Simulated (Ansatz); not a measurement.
A made-up structure of BNH$_{4}$Te, singlet:

```
atom    x (Å)    y (Å)    z (Å)
  N1  -1.0021   0.9151  -0.4551
  B2  -0.1237  -0.1373   0.2770
 Te3   2.0657  -0.7587  -0.5631
  H4  -2.0195   1.2074  -0.0696
  H5  -0.7084   1.4558  -1.3985
  H6  -0.5658  -0.7225   1.3927
  H7   2.3538  -1.9598   0.8167
```

It is relaxed with PBE-D4/def2-SVP and then PBE0-D4/def2-TZVP (Ansatz 0.2.0). Atoms count as bonded within 1.22 times the sum of their covalent radii (H–H: 0.88 Å). The end point is not checked to be a true minimum.

(1) Does its bonding change? (Judge from chemistry; the calculation decides.)

Results:

(1) By the calculation: No: no bond forms or breaks.

Where it ends: The first stage lowers the energy by 1.43 eV in 6 steps. It ends as BNH₄Te ([NH2][BH][TeH]):
```json
{"atom": "N1", "x (Å)": "-0.8946", "y (Å)": "0.8173", "z (Å)": "-0.4061"}
{"atom": "B2", "x (Å)": "-0.1106", "y (Å)": "-0.1229", "z (Å)": "0.2471"}
{"atom": "Te3", "x (Å)": "1.8445", "y (Å)": "-0.6773", "z (Å)": "-0.5028"}
{"atom": "H4", "x (Å)": "-1.8030", "y (Å)": "1.0784", "z (Å)": "-0.0620"}
{"atom": "H5", "x (Å)": "-0.6328", "y (Å)": "1.2995", "z (Å)": "-1.2489"}
{"atom": "H6", "x (Å)": "-0.5052", "y (Å)": "-0.6452", "z (Å)": "1.2433"}
{"atom": "H7", "x (Å)": "2.1016", "y (Å)": "-1.7498", "z (Å)": "0.7294"}
```

Labels in which every atom is bracketed show which atoms are joined, not bond orders.

For scale, one of the runs: PBE0-D4/def2-TZVP relaxation, 136 basis functions, launched by `ansatz run in.yaml --threads 2 --pin off --events-out ev --progress --plain --max-ram 4352MiB`. Hardware: 2 CPU threads of an Arm Neoverse V1, shared host. Wall time about 17 s.
